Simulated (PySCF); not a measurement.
PySCF input for Si(OH)(NH2)3 (H7N3OSi), SMILES N[Si](O)(N)N, TDA-PBE/def2-SVPD. Geometry optimised at B3LYP-D3(BJ)/def2-SVP. The values are those of a single conformer.

```python
import numpy as np
from pyscf import gto, scf, dft, tdscf

mol = gto.M(
    atom='''
    N    -1.07369756    1.25369358   -0.47923765
    Si   -0.01405112   -0.00881691    0.00290582
    N     1.56044885    0.57362089    0.44237501
    N     0.03891540   -1.09196194   -1.34051374
    O    -0.60046024   -0.76323899    1.37834910
    H    -1.49941803    1.90198744    0.17199061
    H    -1.10575064    1.58036595   -1.43736616
    H     1.99107091    1.29553642   -0.12745668
    H     2.26539761   -0.06745207    0.79556802
    H    -0.82100170   -1.55609231   -1.62104343
    H     0.82189954   -1.73522700   -1.40819376
    H    -0.33146677   -0.33723768    2.20066180
    ''',
    basis='def2-SVPD',
    charge=0,
    spin=0,
    max_memory=1600,
    verbose=4,
)
mf = dft.RKS(mol, xc='pbe').density_fit(auxbasis='def2-universal-jkfit')
mf.grids.level = 3
mf.conv_tol = 1e-9
mf.max_cycle = 100
mf.kernel()
mf.grids = dft.Grids(mol).set(level=1).build(with_non0tab=True)  # coarser grid for the response kernel
td = tdscf.TDA(mf)
td.singlet = True
td.nstates = 10
td.conv_tol = 1e-4
td.positive_eig_threshold = 1e-6
td.kernel(x0=td.get_init_guess(mf, 15))
td.analyze()
tt = tdscf.TDA(mf)
tt.singlet = False
tt.nstates = 4
tt.conv_tol = 1e-4
tt.positive_eig_threshold = 1e-6
tt.kernel(x0=tt.get_init_guess(mf, 9))
tt.analyze(verbose=3)
```

Log of the run:

```
PySCF version 2.14.0

[INPUT] verbose = 4
[INPUT] num. atoms = 12
[INPUT] num. electrons = 50
[INPUT] charge = 0
[INPUT] spin (= nelec alpha-beta = 2S) = 0
[INPUT] symmetry False subgroup None
[INPUT] Mole.unit = angstrom
[INPUT] Symbol           X                Y                Z      unit          X                Y                Z       unit  Magmom
[INPUT]  1 N     -1.073697560000   1.253693580000  -0.479237650000 AA   -2.028994329014   2.369137510325  -0.905627907080 Bohr   0.0
[INPUT]  2 Si    -0.014051120000  -0.008816910000   0.002905820000 AA   -0.026552768543  -0.016661545165   0.005491203967 Bohr   0.0
[INPUT]  3 N      1.560448850000   0.573620890000   0.442375010000 AA    2.948820957893   1.083986381429   0.835967613252 Bohr   0.0
[INPUT]  4 N      0.038915400000  -1.091961940000  -1.340513740000 AA    0.073539448028  -2.063509005049  -2.533203834816 Bohr   0.0
[INPUT]  5 O     -0.600460240000  -0.763238990000   1.378349100000 AA   -1.134705402291  -1.442312658690   2.604702303041 Bohr   0.0
[INPUT]  6 H     -1.499418030000   1.901987440000   0.171990610000 AA   -2.833489422935   3.594235353963   0.325015148897 Bohr   0.0
[INPUT]  7 H     -1.105750640000   1.580365950000  -1.437366160000 AA   -2.089565871663   2.986458822088  -2.716228383118 Bohr   0.0
[INPUT]  8 H      1.991070910000   1.295536420000  -0.127456680000 AA    3.762578714489   2.448209018199  -0.240858217946 Bohr   0.0
[INPUT]  9 H      2.265397610000  -0.067452070000   0.795568020000 AA    4.280981046144  -0.127465938835   1.503405671262 Bohr   0.0
[INPUT] 10 H     -0.821001700000  -1.556092310000  -1.621043430000 AA   -1.551468360802  -2.940588290442  -3.063328118726 Bohr   0.0
[INPUT] 11 H      0.821899540000  -1.735227000000  -1.408193760000 AA    1.553165032506  -3.279103793951  -2.661100536722 Bohr   0.0
[INPUT] 12 H     -0.331466770000  -0.337237680000   2.200661800000 AA   -0.626381414694  -0.637286854084   4.158648094792 Bohr   0.0

nuclear repulsion = 261.360486988424
number of shells = 71
number of NR pGTOs = 235
number of NR cGTOs = 163
basis = def2-SVPD
ecp = {}


[settings echo left out]
init E= -532.923646726434
  HOMO = -0.316318868093632  LUMO = -0.0507294695360407  gap/eV = 7.22706
cycle= 1 E= -532.417408243817  delta_E= 0.506  |g|= 1.07  |ddm|= 4.58
  HOMO = -0.0652693052786737  LUMO = 0.00982758678205142  gap/eV = 2.04349
cycle= 2 E= -531.625700217499  delta_E= 0.792  |g|= 2.17  |ddm|= 5.68
  HOMO = -0.209793867359789  LUMO = -0.0233379414017869  gap/eV = 5.07372
cycle= 3 E= -532.646047514018  delta_E= -1.02  |g|= 0.231  |ddm|= 4.05
  HOMO = -0.221844231367022  LUMO = -0.0223065785060226  gap/eV = 5.42970
cycle= 4 E= -532.654063450177  delta_E= -0.00802  |g|= 0.128  |ddm|=  0.4
  HOMO = -0.211181548332664  LUMO = -0.0197358613686727  gap/eV = 5.20950
cycle= 5 E= -532.657389711975  delta_E= -0.00333  |g|= 0.0138  |ddm|= 0.197
  HOMO = -0.212281572168484  LUMO = -0.0203219410586839  gap/eV = 5.22349
cycle= 6 E= -532.657437916025  delta_E= -4.82e-05  |g|= 0.00464  |ddm|= 0.0328
  HOMO = -0.212237141620101  LUMO = -0.0203286741641793  gap/eV = 5.22210
cycle= 7 E= -532.657442780123  delta_E= -4.86e-06  |g|= 0.000927  |ddm|= 0.00732
  HOMO = -0.212257369139389  LUMO = -0.0203579540226353  gap/eV = 5.22185
cycle= 8 E= -532.657442902664  delta_E= -1.23e-07  |g|= 0.000579  |ddm|= 0.00201
  HOMO = -0.212289319026037  LUMO = -0.020361695354286  gap/eV = 5.22262
cycle= 9 E= -532.657442974768  delta_E= -7.21e-08  |g|= 0.000103  |ddm|= 0.000894
  HOMO = -0.212285417742429  LUMO = -0.0203621296788707  gap/eV = 5.22250
cycle= 10 E= -532.657442977232  delta_E= -2.46e-09  |g|= 1.76e-05  |ddm|= 0.000222
  HOMO = -0.212286313092095  LUMO = -0.0203623391676646  gap/eV = 5.22252
cycle= 11 E= -532.657442977308  delta_E= -7.53e-11  |g|= 6.11e-06  |ddm|= 4.77e-05
  HOMO = -0.212286210893732  LUMO = -0.0203622456075285  gap/eV = 5.22252
Extra cycle  E= -532.657442977294  delta_E= 1.32e-11  |g|= 1.01e-05  |ddm|= 2.76e-05
converged SCF energy = -532.657442977294
tot grids = 44256
Overwritten attributes  positive_eig_threshold  of <class 'pyscf.tdscf.rks.TDA'>


******** <class 'pyscf.tdscf.rks.TDA'> for <class 'pyscf.df.df_jk.DFRKS'> ********
nstates = 10 singlet
deg_eia_thresh = 1.000e-03
wfnsym = None
conv_tol = 0.0001
eigh lindep = 1e-12
eigh level_shift = 0
eigh max_cycle = 100


Excitation energies (eV)
[5.27281641 5.54151571 5.62850918 6.54029353 6.60774247 6.75691578
 6.81122275 6.83324848 6.88796153 6.92705093]

** Singlet excitation energies and oscillator strengths **
Excited State   1:      5.27282 eV    235.14 nm  f=0.0108
      25 -> 26        0.70566
Excited State   2:      5.54152 eV    223.74 nm  f=0.0385
      23 -> 26        0.13516
      24 -> 26        0.69179
Excited State   3:      5.62851 eV    220.28 nm  f=0.0612
      23 -> 26        0.69097
      24 -> 26       -0.13502
Excited State   4:      6.54029 eV    189.57 nm  f=0.0070
      24 -> 27       -0.11376
      25 -> 27        0.67364
      25 -> 28       -0.13635
Excited State   5:      6.60774 eV    187.63 nm  f=0.0038
      25 -> 27       -0.14123
      25 -> 28       -0.67613
Excited State   6:      6.75692 eV    183.49 nm  f=0.0310
      22 -> 26       -0.67141
      23 -> 27        0.11759
      25 -> 29       -0.16537
Excited State   7:      6.81122 eV    182.03 nm  f=0.0065
      22 -> 26        0.11021
      23 -> 27        0.35278
      23 -> 28        0.22298
      24 -> 27        0.21602
      24 -> 28       -0.37904
      25 -> 29       -0.32702
Excited State   8:      6.83325 eV    181.44 nm  f=0.0053
      23 -> 27       -0.21962
      24 -> 27       -0.48399
      24 -> 28       -0.44168
      25 -> 28        0.10941
Excited State   9:      6.88796 eV    180.00 nm  f=0.0301
      23 -> 27       -0.38121
      24 -> 28        0.20236
      25 -> 29       -0.54403
Excited State  10:      6.92705 eV    178.99 nm  f=0.0369
      22 -> 26        0.10812
      23 -> 27        0.34240
      23 -> 28        0.19453
      24 -> 27       -0.43004
      24 -> 28        0.31121
      25 -> 27       -0.12364
      25 -> 29       -0.12737

** Transition electric dipole moments (AU) **
state          X           Y           Z        Dip. S.      Osc.
  1        -0.2790     -0.0129     -0.0736      0.0834      0.0108
  2         0.1315      0.4642      0.2262      0.2839      0.0385
  3         0.2861      0.0807     -0.5964      0.4440      0.0612
  4         0.0089     -0.2046      0.0429      0.0438      0.0070
  5         0.0846      0.1147      0.0566      0.0235      0.0038
  6        -0.3271      0.2337     -0.1603      0.1873      0.0310
  7         0.1136     -0.1603     -0.0248      0.0392      0.0065
  8        -0.0437      0.0094      0.1730      0.0319      0.0053
  9         0.3842      0.0504     -0.1680      0.1783      0.0301
 10         0.3370      0.3173      0.0577      0.2176      0.0369

** Transition velocity dipole moments (imaginary part, AU) **
state          X           Y           Z        Dip. S.      Osc.
  1        -0.0438     -0.0022     -0.0103      0.0020      0.0070
  2         0.0311      0.0810      0.0439      0.0095      0.0310
  3         0.0467      0.0143     -0.0995      0.0123      0.0396
  4        -0.0048     -0.0364      0.0198      0.0017      0.0048
  5         0.0296      0.0277      0.0294      0.0025      0.0069
  6        -0.0717      0.0479     -0.0342      0.0086      0.0231
  7         0.0274     -0.0253      0.0005      0.0014      0.0037
  8        -0.0245     -0.0070      0.0323      0.0017      0.0045
  9         0.0760      0.0175     -0.0532      0.0089      0.0235
 10         0.0573      0.0625      0.0103      0.0073      0.0191

** Transition magnetic dipole moments (imaginary part, AU) **
state          X           Y           Z
  1        -0.3015      0.1301     -0.6140
  2        -0.3595      0.4881      0.0895
  3        -0.4212     -0.2936      0.2975
  4         0.0649     -0.0939      0.0606
  5        -0.0055      0.1797      0.2596
  6         0.1124      0.3899      0.1849
  7        -0.1261      0.0509     -0.0747
  8        -0.0359      0.1324     -0.2894
  9        -0.2693     -0.0756      0.2073
 10        -0.0968     -0.0504     -0.0131


******** <class 'pyscf.tdscf.rks.TDA'> for <class 'pyscf.df.df_jk.DFRKS'> ********
nstates = 4 triplet
deg_eia_thresh = 1.000e-03
wfnsym = None
conv_tol = 0.0001
eigh lindep = 1e-12
eigh level_shift = 0
eigh max_cycle = 100


Excitation energies (eV)
[5.13900484 5.37303279 5.4559805  6.39154265]

** Triplet excitation energies and oscillator strengths **
Excited State   1:      5.13900 eV    241.26 nm  f=0.0000
Excited State   2:      5.37303 eV    230.75 nm  f=0.0000
Excited State   3:      5.45598 eV    227.24 nm  f=0.0000
Excited State   4:      6.39154 eV    193.98 nm  f=0.0000
```

The run converged.

Cost: around 50 core-seconds (rough).
